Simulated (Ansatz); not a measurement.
Na₆H₆. The state is a singlet with charge 0. Geometry PBE-D4/def2-SVP.

Cartesian coordinates in Å:
```
Na -0.3427 0.2273 2.3619
Na -2.1194 -0.9496 -0.6085
Na 2.1173 0.9447 0.6104
Na 0.3414 -0.2229 -2.3582
Na 1.3335 -1.9924 -0.0088
Na -1.3303 1.9915 0.0055
H 0.4231 2.1180 1.2517
H -0.4241 -2.1179 -1.2494
H -2.1682 0.1946 1.2186
H 1.4299 -0.8859 1.8408
H 2.1707 -0.1972 -1.2202
H -1.4313 0.8896 -1.8438
```

The structure comes from a short search, and lower isomers may exist.

Problem. Estimate the orbital energies around the gap (eV) in Ansatz with PBE-D4/def2-SVP, PBE-D4/def2-TZVPD, r2SCAN-D4/def2-TZVP, PBE0-D4/def2-SVP, CAM-B3LYP-D4/def2-TZVP.

Solution. 
```
orbital  PBE-D4/def2-SVP  PBE-D4/def2-TZVPD  r2SCAN-D4/def2-TZVP  PBE0-D4/def2-SVP  CAM-B3LYP-D4/def2-TZVP
 HOMO−5            -6.15              -6.13                -6.28             -7.37                   -8.89
 HOMO−4            -5.19              -5.19                -5.36             -6.31                   -7.76
 HOMO−3            -5.18              -5.18                -5.35             -6.31                   -7.76
 HOMO−2            -4.62              -4.62                -4.80             -5.68                   -7.08
 HOMO−1            -4.36              -4.38                -4.58             -5.43                   -6.81
   HOMO            -4.36              -4.38                -4.58             -5.43                   -6.80
   LUMO            -0.60              -0.72                -0.18             -0.10                    0.27
 LUMO+1            -0.57              -0.64                 0.02             -0.02                    0.35
 LUMO+2            -0.57              -0.64                 0.02             -0.02                    0.35
 LUMO+3            -0.35              -0.47                 0.13              0.14                    0.38
 LUMO+4            -0.29              -0.43                 0.24              0.20                    0.41
 LUMO+5            -0.29              -0.43                 0.24              0.20                    0.41
```
